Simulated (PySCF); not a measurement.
Sc: ionisation energy

Sc [Ar] 3d1 4s2 (2D) → Sc⁺ [Ar] 3d1 4s1 (3D), as a difference of total energies. All numbers are calculated (PySCF 2.14, the spin-free X2C one-electron Hamiltonian (Gaussian nucleus), in x2c-TZVPPall with one added diffuse shell each of s, p, d, f type (7s6p5d3f1g, 80 functions)). Correlated levels: valence: [Ar] frozen. The calculations carry no spin-orbit coupling.

| method | ionisation energy (eV) |
| --- | --- |
| UHF | 5.394 |
| MP2 (valence) | 6.101 |
| SCS-MP2 (valence) | 6.246 |
| CCSD (valence) | 6.355 |
| CCSD(T) (valence) | 6.385 |

Question: How much does correlation contribute at CCSD(T) (valence)?

Answer: 6.385 − (5.394) = 0.991 eV, measured against UHF.

Errors of the correlated levels include the incompleteness of this basis and the frozen core.

For comparison: 6.562 eV (measured; NIST levels, between the centres of gravity of the two terms).
